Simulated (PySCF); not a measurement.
Job for PySCF: R-B3LYP/6-31G* on CH6FN (a complex), monomers drawn apart or pushed together.

```python
from pyscf import gto, scf, dft, mp
from pyscf.data.elements import chemcore

mol = gto.M(
    atom='''
    N     0.00140146   -0.17523242    0.29841784
    H     0.23762390   -0.88215015   -0.38847313
    H    -0.14930473    0.69280266   -0.20278622
    H     0.81220576   -0.04631168    0.89496808
    C     0.58101160   -0.64371620    5.40238743
    F     1.81555165   -0.27009520    4.85962799
    H     0.27909796    0.11808232    6.12167063
    H    -0.13802643   -0.71683584    4.58757044
    H     0.70361712   -1.60576091    5.90072068
    ''',
    basis='6-31g*',
    cart=True,
    charge=0, spin=0, verbose=3, max_memory=1800)
mf = dft.RKS(mol, xc='b3lyp')
mf.conv_tol = 1e-8
mf.max_cycle = 100
mf.kernel()
if not mf.converged:
    mf = mf.newton().run(mf.mo_coeff, mf.mo_occ)
```

Program output:

```
converged SCF energy = -196.282111432605
```

Self-consistency was reached.

Cost: about 1.0 core-seconds (a rough figure).
